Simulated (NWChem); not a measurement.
BeHSBr; SMILES [SH][Be][Br]

```xyz
4

Be     0.0203     0.6460     0.0000
Br     0.0108    -1.3134     0.0000
S      0.0525     2.5473     0.0000
H     -1.2992     2.6278     0.0000
```
Atoms are numbered in this order, from 1.

All runs: NWChem. Coordinates come from a PBE0/def2-SVP optimisation. Ions are spin-unrestricted doublets at the neutral geometry; other ion states weren't tried.

Q: Estimate the computed values for PBE/def2-SVP. Quantities: vertical ionisation energy, ΔSCF (eV); −ε(HOMO) (eV).

A: The vertical ionisation energy, ΔSCF (eV) is 9.82 and the −ε(HOMO) (eV) is 6.55.
